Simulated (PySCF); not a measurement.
CH₇InO₄, singlet (PBE0/def2-SVP optimised geometry):

```
13

In    -1.038    -1.609     0.000
O      1.005    -1.609     0.000
H      1.409    -2.069    -0.744
O     -1.988    -2.046    -1.696
H     -2.929    -2.184    -1.540
O     -1.908    -1.644     1.808
H     -1.295    -1.985     2.470
C     -0.544     1.430     1.124
O     -0.325     0.593     0.000
H     -0.771     0.840     2.026
H     -1.409     2.069     0.902
H      0.329     2.075     1.303
H      0.566     0.165     0.021
```

Computed with PBE0/def2-TZVP, def2 effective core potentials past Kr (PySCF 2.14.0).

Q: What are the frontier orbital energies and the dipole moment?

A: HOMO-2 -8.51 eV, HOMO-1 -8.36 eV, HOMO -8.20 eV, LUMO -1.37 eV, LUMO+1 0.42 eV; dipole moment 1.81 D.

On the same geometry PySCF with PBE/def2-TZVP, def2 effective core potentials past Kr gives HOMO-2 -6.82 eV, HOMO-1 -6.67 eV, HOMO -6.50 eV, LUMO -2.30 eV, LUMO+1 -0.28 eV; dipole moment 1.76 D.
